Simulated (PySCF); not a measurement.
Species: C7H8O (charge +1 and doublet state).
Atom-mapped SMILES: `[CH3:1][C:2]1=[CH:3][C:4]([OH:5])=[CH:6][CH:7][CH+:8]1` (hydrogens: H9, H10, H11 on C1; H12 on C3; H13 on O5; H14 on C6; H15 on C7; H16 on C8)

Cartesian coordinates in Å at the GFN2-xTB level; atoms count from 1:
```
atom  x, y, z in Å
C1     2.213    0.706   -0.137
C2     0.838    0.178   -0.050
C3    -0.271    0.998   -0.007
C4    -1.560    0.449    0.074
O5    -2.656    1.158    0.118
C6    -1.726   -0.980    0.115
C7    -0.623   -1.797    0.074
C8     0.649   -1.237   -0.008
H9     2.710    0.316   -1.029
H10    2.809    0.346    0.705
H11    2.238    1.791   -0.158
H12   -0.151    2.072   -0.038
H13   -2.526    2.122    0.089
H14   -2.732   -1.367    0.178
H15   -0.740   -2.869    0.104
H16    1.519   -1.878   -0.041
```

The hyperfine couplings belong to this conformer and change with its torsions.

Computed with PySCF 2.14.0, UKS B3LYP, pcH-1 on C H O, non-relativistic, mean-field spin-orbit, GIAO. Isolated species at its GFN2-xTB geometry (one conformer only). The geometry wasn't refined by DFT: couplings that depend on bond lengths, twists or pyramidal angles can differ widely from those at the functional's own minimum, by a factor of two or more for some ions and for spin on atoms past the first row. No stability test was run, so a lower SCF solution isn't excluded.

Computed for the main isotopes (class means, splittings of 0.05 mT or more): g = 2.0030; H16 1H -29.9 MHz (1.07 mT); H14 1H -21.6 MHz (0.77 mT); H9/H10/H11 1H +16.3 MHz (0.58 mT); H13 1H -14.5 MHz (0.52 mT); H15 1H +5.9 MHz (0.21 mT); H12 1H -2.8 MHz (0.10 mT); 128 first-order lines, 4.40 mT wide.

Question: What changes when 1H at H16 is replaced by 2H?

Answer: Only the nuclear moment changes in this model. The ratio of g factors is 0.85744/5.58569 = 0.1535, so a goes from -29.9 to -4.6 MHz (0.164 mT). The spin goes from 1/2 to 1, so the 1:1 doublet becomes a 1:1:1 triplet. The spectrum then has 192 first-order lines over 3.66 mT.

Question: Where do the 13C satellites of C8 appear, and how strong are they?

Answer: a = +34.5 MHz, or 1.23 mT in magnitude, and I = 1/2, so to first order each main line has two satellites, at ±0.62 mT. The isotope's abundance is about 1.07 %, shared among 2 lines, so each has 0.54 % of the main line's intensity.

Question: Give position and intensity of the satellites from 13C at C7.

Answer: a = -26.6 MHz, or 0.95 mT in magnitude, and I = 1/2, so to first order each main line has two satellites, at ±0.47 mT. The isotope's abundance is about 1.07 %, shared among 2 lines, so each has 0.54 % of the main line's intensity.

Question: Where do the 13C satellites of C6 appear, and how strong are they?

Answer: a = +20.3 MHz, or 0.72 mT in magnitude, and I = 1/2, so to first order each main line has two satellites, at ±0.36 mT. The isotope's abundance is about 1.07 %, shared among 2 lines, so each has 0.54 % of the main line's intensity.

Means are taken over nuclei equivalent by connectivity, which assumes that they swap fast. The three 1H nuclei of mean +16.3 MHz run from -1.6 to 25.4 MHz in the frozen geometry.

Hardware: one thread of an Arm Neoverse V2, no GPU, on a shared host. Cost: 80 s (grids of density and orbitals included), 0.97 GiB resident at most.

The SMILES draws the unpaired electron on C7; the largest computed Mulliken spin population is on C8 (0.46 against -0.15).
